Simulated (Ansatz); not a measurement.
Stepwise reaction of `SB(S)S` with hydrogen chloride, as a gas-phase model of exchange steps in deposition or etching. ΔE in kJ/mol; ΔG adds harmonic PBE0-D4 terms to CCSD(T)/CBS, at 1 bar.

Isolated molecules relaxed with PBE0-D4/def2-TZVP in Ansatz; ΔE leaves out vibrations. CBS: MP2 limit from def2 TZ/QZ plus the TZ coupled-cluster correction, frozen cores. This one scheme is used for every species. Functionals use def2-TZVPP. B3LYP here is the variant with VWN-RPA as its local correlation; programs differ in this. Each species was taken in one conformer, which may not be the lowest.

```tsv
step	reaction	PBE-D4	B3LYP-D4	ωB97M-V	CCSD(T)/CBS	ΔG(600 K)
1	`SB(S)S` + HCl → `SB(S)Cl` + H₂S	-16.0	-18.8	-20.5	-16.9	-19.9
2	`SB(S)Cl` + HCl → `SB(Cl)Cl` + H₂S	-8.8	-11.5	-13.4	-9.8	-16.7
```

Q: Give the row of step 3, `SB(Cl)Cl` + HCl → `ClB(Cl)Cl` + H₂S. (Best estimate.)

A: Computed: 
```json
{"step": "3", "reaction": "`SB(Cl)Cl` + HCl → `ClB(Cl)Cl` + H₂S", "PBE-D4": "-3.1", "B3LYP-D4": "-5.8", "ωB97M-V": "-7.8", "CCSD(T)/CBS": "-4.2", "ΔG(600 K)": "-3.6"}
```

Q: By hand: ΔE of the 3 steps together at CCSD(T)/CBS.

A: (-16.9) + (-9.8) + (-4.2) = -30.9 kJ/mol, or -10.3 kJ/mol a step.

In ΔE each step is higher than the one before. ΔG lies between -19.9 and -3.6 kJ/mol a step. PBE-D4 differs from CCSD(T)/CBS by 0.9 to 1.1 kJ/mol a step. Isolated molecules leave out the surface, adducts and barriers. Largest T1 diagnostic: 0.013.
